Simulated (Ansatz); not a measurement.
Reaction (redistribution): `CC[O][Ge]([Cl])([O]CC)[O]CC` + `[OH][Y]([OH])[F]` → `CC[O][Ge]([F])([O]CC)[O]CC` + `[OH][Y]([OH])[Cl]`

Calculated with Ansatz (gas phase, PBE0-D4/def2-TZVP geometries, no zero-point term in ΔE). CCSD(T)/CBS adds triple-zeta CCSD(T) − MP2 to the extrapolated MP2 energy (def2 sets, frozen cores). Functionals use def2-TZVPP. def2 core potentials past Kr. For Ge, Y outer-core shells are correlated without core-valence functions, which leaves a few kJ/mol of doubt a bond. Scalar relativity is left out up to krypton. Each species was taken in one conformer, which may not be the lowest.

`CC[O][Ge]([Cl])([O]CC)[O]CC`:

Cartesian coordinates in Å:
```
C 1.820 0.468 3.121
C 0.731 1.031 2.245
O 0.340 0.031 1.312
Ge -0.904 0.361 0.120
Cl -2.653 1.101 1.093
O -0.437 1.587 -1.034
C 0.660 1.322 -1.907
C 0.919 2.559 -2.727
O -1.202 -1.134 -0.728
C -1.524 -2.317 -0.003
C -1.655 -3.454 -0.984
H 2.142 1.214 3.852
H 1.462 -0.411 3.660
H 2.684 0.176 2.521
H -0.131 1.334 2.852
H 1.089 1.923 1.714
H 1.551 1.056 -1.325
H 0.422 0.472 -2.555
H 1.752 2.390 -3.414
H 0.036 2.821 -3.312
H 1.167 3.404 -2.082
H -2.465 -2.174 0.543
H -0.740 -2.531 0.733
H -1.909 -4.378 -0.459
H -2.439 -3.243 -1.713
H -0.717 -3.607 -1.521
```

`[OH][Y]([OH])[F]`:

Cartesian coordinates in Å:
```
O -1.319 -0.439 1.194
Y -0.228 0.100 -0.417
O 1.786 0.235 -0.340
F -1.173 0.514 -2.148
H -1.799 -0.696 1.975
H 2.733 0.287 -0.264
```

`CC[O][Ge]([F])([O]CC)[O]CC`:

Z-matrix (Å, degrees):
```
C
C 1 1.507
H 1 1.092 2 110.6
H 1 1.092 2 110.5 3 -120.0
H 1 1.093 2 110.2 3 120.1
O 2 1.425 1 108.3 3 60.5
H 2 1.096 1 110.5 3 -179.2
H 2 1.098 1 110.4 3 -60.5
Ge 6 1.742 2 119.5 1 -173.1
F 9 1.723 6 110.5 2 -57.7
O 9 1.752 6 113.7 2 57.4
O 9 1.742 6 105.7 2 -177.3
C 11 1.423 9 119.0 6 60.6
C 12 1.425 9 119.5 6 177.6
C 13 1.507 11 108.5 9 179.6
H 13 1.098 11 110.2 9 -59.5
H 13 1.098 11 110.2 9 58.7
C 14 1.507 12 108.4 9 172.7
H 14 1.096 12 109.8 9 -66.5
H 14 1.098 12 110.3 9 51.7
H 15 1.092 13 110.5 11 59.9
H 15 1.092 13 110.5 11 -59.9
H 15 1.093 13 110.3 11 180.0
H 18 1.092 14 110.5 12 59.4
H 18 1.093 14 110.2 12 179.4
H 18 1.092 14 110.6 12 -60.5
```

`[OH][Y]([OH])[Cl]`:

```xyz
6

O    -0.597   -1.641    0.524
Y    -0.346    0.241   -0.117
O     1.504    1.007   -0.217
Cl   -2.314    1.617   -0.784
H    -0.652   -2.539    0.836
H     2.405    1.315   -0.242
```

```json
{"species": "`CC[O][Ge]([Cl])([O]CC)[O]CC`", "ωB97M-V energy (Eh)": "-3000.52517"}
{"species": "`[OH][Y]([OH])[F]`", "ωB97M-V energy (Eh)": "-290.01739"}
{"species": "`CC[O][Ge]([F])([O]CC)[O]CC`", "ωB97M-V energy (Eh)": "-2640.19173"}
{"species": "`[OH][Y]([OH])[Cl]`", "ωB97M-V energy (Eh)": "-650.34938"}
```

**Question.** Work out ΔE.

**Answer.** ΔE = (-2640.19173) + (-650.34938) − (-3000.52517) − (-290.01739) = 0.00145 Eh = +0.04 eV. CCSD(T)/CBS gives +0.02 eV.

Largest T1 diagnostic among the species: 0.014.

The D4 term adds +0.06 eV with B3LYP and +0.03 eV with PBE0; it sums over pairs of atoms, weighted by their polarisabilities, and B3LYP, whose exchange is more repulsive, gets the larger term. Leaving LDA and LC-ωPBE aside and taking each functional with its dispersion term where it has one, the values, not all of them listed here, spread over 0.20 eV, from r2SCAN0-D4 to revPBE-D4.

B3LYP here is the variant with VWN-RPA as its local correlation; programs differ in this.
